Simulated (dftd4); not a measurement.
Cl2MoO2, charge +1, doublet, at a GFN2-xTB geometry (such geometries of metal compounds can be far from the true shape) (the multiplicity is a formal guess); D4 for b3lyp in dftd4.

Here is a job for dftd4.
```
$ dftd4 mol.xyz --func b3lyp --charge 1 --json dftd4.json --noedisp

# file mol.xyz
5

Mo     0.28291459    -0.05232677     0.09346190
O      1.48040807    -0.59010544    -0.90696182
O      0.77601742     0.17276583     1.65238045
Cl    -0.45390895     1.80444866    -0.66278406
Cl    -1.30690381    -1.47877563     0.08109295
```

Output, abridged:

```
                    ____  _____ _____     ____  _  _
      -------------|  _ \|  ___|_   _|---|  _ \| || |------------
     |             | | | | |_    | | ___ | | | | || |_           |
     |             | |_| |  _|   | ||___|| |_| |__   _|          |
     |             |____/|_|     |_|     |____/   |_|            |
     |             ===================================           |
     |            E. Caldeweyher, S. Ehlert & S. Grimme          |
     |          Mulliken Center for Theoretical Chemistry        |
     |                    University of Bonn                     |
      -----------------------------------------------------------

Rational (Becke-Johnson) damping: b3lyp-D4-ATM
---------------------
  s6         1.0000
  s8         2.0293
  s9         1.0000
  a1         0.4087
  a2         4.5381
 alp        16.0000
--------------------

Dispersion energy:      -1.1320412389484E-02 Eh

[Info] JSON dump of results written to 'dftd4.json'
```
